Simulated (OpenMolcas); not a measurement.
A calculation on Br5+.

```json
{
  "Program": "OpenMolcas 26.06",
  "Method": "SS-CASPT2, IPEA 0.25 Eh, imaginary shift 0.1 Eh (closed shells correlated: 3d)",
  "Basis": "ANO-RCC-VQZP [7s6p4d2f1g]",
  "Scalar Hamiltonian": "DKH2, point nucleus",
  "Active space": "2 electrons in 8 orbitals (4s 4p 5s 5p)",
  "State averaging": "2S+1 = 3 even, 3 roots; 2S+1 = 1 even, 7 roots; 2S+1 = 3 odd, 3 roots; 2S+1 = 1 odd, 3 roots",
  "Spin-orbit coupling": "RASSI with atomic mean-field integrals over the reference wave functions, term energies averaged over their components"
}
```

Problem. Which level of the active space comes out lowest?

Solution. 4s2 1S0, with 100 % of that term; it is also the measured ground level.

Problem. How high does 4s 4p 1P* 1 lie?

Solution. 152971 cm-1 above the lowest level; measured 151274 cm-1 above the ground level, so the calculation is off by +1 %.

Problem. How high does 4p2 3P0 lie?

Solution. 242564 cm-1 above the lowest level; measured 244136 cm-1 above the ground level, so the calculation is off by -1 %.

Problem. How high does 4s 4p 3P* 0 lie?

Solution. 101548 cm-1 above the lowest level; measured 104316 cm-1 above the ground level, so the calculation is off by -3 %.

Problem. The level at 252472 cm-1 has J = 2. What is it made of, and what is its g factor?

Solution. 54 % 4p2 1D2, 46 % 4p2 3P; g = 1.231, against 1.000 from Landé's formula for the pure leading term.

Measured values: Moore, Atomic Energy Levels, vol. II, NSRDS-NBS 35 (1971 reprint of NBS Circular 467, 1952).

Over all roots computed the reference weight is 0.92 to 0.99; the roots of lowest weight are the least certain, and an intruder state may touch them. Active for correlation alone: 5p 5s; no level in the range computed is led by a configuration that fills them, so any true level of that kind is missing. The ¹D term of p² mixes with s d, which this space lacks. Measured partners are found by configuration, term and J. A level has none where our copy of the source lacks it or the pairing is in doubt (some pairs that miss far off the trend of their configuration count as doubtful), and it then counts in no deviation. Only configurations of the active space appear.

* marks odd parity.
